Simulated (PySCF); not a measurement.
B(F)(NCO)2 (C2BFN2O2), SMILES O=C=NB(F)N=C=O.

Geometry: PBE0-D3(BJ)/def2-SVP. One conformer was computed; it need not be the lowest.

All values below come from M06-2X/def2-TZVP (PySCF).

Symmetry labels are those of the subgroup C2v that the program uses (full group C2v).

### Question
List the valence orbital energies around the gap with their symmetry. (The exact figures need the calculation; the answer reports its results.)

### Answer

| orbital | symmetry | energy (eV) |
|---|---|---|
| HOMO−7 | A2 | -15.65 |
| HOMO−6 | B2 | -15.63 |
| HOMO−5 | B1 | -15.42 |
| HOMO−4 | B2 | -14.82 |
| HOMO−3 | B1 | -11.74 |
| HOMO−2 | A1 | -11.41 |
| HOMO−1 | A2 | -10.78 |
| HOMO | B2 | -10.50 |
| LUMO | B1 | -0.77 |
| LUMO+1 | A1 | 0.75 |
| LUMO+2 | A1 | 1.37 |
| LUMO+3 | B2 | 1.87 |
